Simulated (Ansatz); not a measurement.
Total energies of C₃H₉NSi (`C=C[SiH2]CN`).

```xyz
14

C    -0.8585   -0.6409   -2.2976
C    -0.4924   -0.8539   -1.0360
Si    0.9373    0.0235   -0.2266
C     0.3445    1.0697    1.2334
N    -0.3255    0.3147    2.2973
H    -0.3238    0.0571   -2.9363
H    -1.7015   -1.1540   -2.7528
H    -1.0695   -1.5761   -0.4586
H     1.8989   -0.9853    0.3096
H     1.6221    0.8466   -1.2655
H     1.1933    1.6078    1.6686
H    -0.3383    1.8473    0.8764
H    -1.1622   -0.1330    1.9438
H     0.2757   -0.4234    2.6443
```

Total charge 0; spin multiplicity 1. All single points use the PBE0-D4/def2-TZVP geometry. It is one conformer, not always the lowest. Basis def2-TZVPP, the Gaussian-basis code of Ansatz.

RPA on PBE orbitals: Hartree–Fock energy of these orbitals -462.21869 Eh, correlation -1.43124 Eh (frozen core).

```
             functional  energy without D4 (Eh)  D4 term (kJ/mol)
            LDA (SPW92)              -461.27056                 –
                    PBE              -463.63543             -27.3
                 revPBE              -463.90920             -85.2
                   BLYP              -463.93436             -59.9
                 r2SCAN              -463.88890              -7.1
                 B97M-V              -463.94333                 –
                   PBE0              -463.68749             -23.1
                  B3LYP              -464.05638             -43.7
                r2SCANh              -463.87987              -7.5
                r2SCAN0              -463.86742              -8.2
HSE06 (plane-wave form)              -463.67045             -21.5
                  BHLYP              -463.91502             -32.4
              CAM-B3LYP              -463.93479             -23.4
                LC-ωPBE              -463.82064                 –
                ωB97X-V              -463.92662                 –
                ωB97M-V              -463.91069                 –
                 B2PLYP              -463.74490                 –
               PBE-QIDH              -463.57718                 –
```

B3LYP takes the VWN-RPA correlation (the form of Gaussian; ORCA's B3LYP/G). HSE06 is the plane-wave form, built on full-range PBE exchange. The double hybrids freeze the cores in their second-order part.

LC-ωPBE has ω = 0.4 bohr⁻¹.
